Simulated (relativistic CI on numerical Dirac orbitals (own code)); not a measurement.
**Fe5+: 3p photoemission**

Computed with this model: Dirac-Coulomb-Breit CI, orbitals from a KLI potential per configuration, a model potential for QED, valence Slater integrals scaled by 0.9, multiplet model of photoemission in the sudden approximation; configurations [Ar] 3d3 → [Ne] 3s2 3p5 3d3; 300 K; Lorentzian 0.8 eV and Gaussian 0.6 eV FWHM. Energies are those of the free ion, without screening or charge transfer. The energies are binding energies and can lie tens of eV above those of solids. S is read from ⟨S²⟩ = S(S + 1).

Field parameters in Wybourne normalisation: D3d B²₀ = −7Dσ, B⁴₀ = −14Dq − 21Dτ, B⁴₃ = −14√(10/7) Dq; Oh B⁴₀ = 21Dq, B⁴₄ = √(5/14) B⁴₀; Td as Oh with Dq negative (B⁴₀ = 21Dq, B⁴₄ = √(5/14) B⁴₀). The field is a parameter set, without covalency.

free ion: ground-state S = 1.50, centroid 153.69 eV. Peaks (eV, height): 147.3 (80), 148.1 (97), 150.1 (100), 154.9 (40), 162.7 (12), 170.3 (34), 174.7 (23).

Oh, 10Dq = 38500 cm⁻¹: ground-state S = 1.50, centroid 153.70 eV. Peaks (eV, height): 148.4 (100), 151.4 (26), 157.4 (23), 159.3 (13), 169.6 (7), 170.9 (8), 175.4 (13).

D3d, 10Dq = 13950, Dσ = 660, Dτ = 40 cm⁻¹: ground-state S = 1.50, centroid 153.70 eV. Peaks (eV, height): 148.0 (100), 150.4 (40), 151.1 (41), 155.8 (24), 156.8 (22), 165.5 (9), 172.3 (24), 176.9 (6).

Td, 10Dq = -16950 cm⁻¹: ground-state S = 1.50, centroid 153.70 eV. Peaks (eV, height): 147.3 (91), 148.6 (100), 150.2 (77), 155.6 (35), 164.4 (11), 171.6 (32), 176.1 (12).

D3d, 10Dq = 34800, Dσ = 160, Dτ = -210 cm⁻¹: ground-state S = 1.50, centroid 153.70 eV. Peaks (eV, height): 148.4 (100), 151.4 (27), 157.1 (21), 158.5 (15), 168.9 (7), 170.1 (7), 174.7 (16).

Strongest unbroadened transitions for Td, 10Dq = -16950 cm⁻¹:

| Energy (eV) | Relative strength |
| --- | --- |
| 147.00 | 60.9 |
| 147.01 | 72.4 |
| 147.19 | 82.9 |
| 147.20 | 96.2 |
| 147.51 | 45.6 |
| 147.53 | 50.6 |
| 148.37 | 82.8 |
| 148.50 | 29.6 |
| 148.51 | 100.0 |
| 148.72 | 49.5 |
| 149.00 | 44.0 |
| 149.02 | 29.9 |
| 150.05 | 30.7 |
| 150.08 | 45.3 |
| 150.26 | 48.1 |
| 171.61 | 40.9 |
| 171.62 | 58.6 |
| 176.03 | 34.7 |
